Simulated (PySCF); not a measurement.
Calculated NMR parameters of CC(C)(C)[Si@@H](N)O

- Formula: C4H13NOSi
- SMILES: CC(C)(C)[Si@@H](N)O
- Point group of the computed structure: C1
- Degrees of unsaturation: 0
- Carbon signals: 2
- Proton signals: 4

Atom-mapped SMILES (the numbers label the heavy atoms): `[CH3:1][C:2]([CH3:3])([CH3:4])[Si@@H:5]([NH2:6])[OH:7]` (H(Xn): hydrogen on atom n).

Non-relativistic Hamiltonian, a single conformation, in vacuum, rapidly exchanging positions averaged. NMR shieldings at PBE0/pcSseg-1/GIAO; geometry: GFN2-xTB; PySCF.

Shifts are taken against calculated references (same method and geometry level): TMS for $^{1}$H (σref 31.72), $^{13}$C (σref 186.93), $^{29}$Si (σref 349.16); $^{15}$N (σref 267.73) vs NH3; H2O for $^{17}$O (σref 336.08).

| carbon | δC, type | δH (multiplicity) | HMBC from (2–3 bonds) | span of the C tensor (ppm) |
| --- | --- | --- | --- | --- |
| C1/C3/C4 | 26.9, CH3 | 0.90 (s) | H(Si5), H(C1)/H(C3)/H(C4) | 43 |
| C2 | 21.5, C | – | H(Si5), H(C1)/H(C3)/H(C4) | 5 |

Other nuclei:
```tsv
atoms	nucleus	environment	δ (ppm)	σ (ppm)
H(Si5)	$^{1}$H	hydrogen on a silicon bonded to C, N, O	4.80	26.92
H(O7)	$^{1}$H	hydrogen on an oxygen bonded to Si	1.37	30.34
H(N6)	$^{1}$H	hydrogen on a nitrogen bonded to Si	0.45	31.27
Si5	$^{29}$Si	silicon bonded to C, N, O, H	-11.3	360.4
N6	$^{15}$N	nitrogen bonded to Si, 2 H	23.4	244.3
O7	$^{17}$O	oxygen bonded to Si, H	31.6	304.4
```

- Carbon types of the structure: 1 × C, 3 × CH3, leaving 4 H on heteroatoms.
- δC 26.9: methyl carbon; saturated and bonded to C and H only.
- δH 4.80: hydrogen on a silicon bonded to C, N, O.
- δH 1.37: hydrogen on an oxygen bonded to Si; labile proton, position sensitive to the medium.
- δH 0.90: hydrogen on a methyl carbon.
- δH 0.45: hydrogen on a nitrogen bonded to Si; exchangeable; this is the value without hydrogen bonding to other molecules.

OH/NH shifts are gas-phase values; hydrogen bonding in solution moves them, usually downfield. Shifts are as computed. Against solution values, carbons near 30 ppm lie about +3 ppm off and those near 130 ppm about +5 ppm. Of 1211 compounds with measured shifts, 218 miss one by over three times the rms of a fit or turn the order of signals round; such compounds aren't used in these exercises. Experimental scales use liquid or dissolved standards, which lie at an offset from isolated NH3 (liquid NH3: subtract about 20 ppm) and H2O (liquid H2O: subtract about 36 ppm). No couplings were computed; multiplicities are counted from neighbouring protons, with m where these are inequivalent, close in shift, in a saturated or five-membered ring or joined by F or P, and br s for small geminal =CH2 splittings.
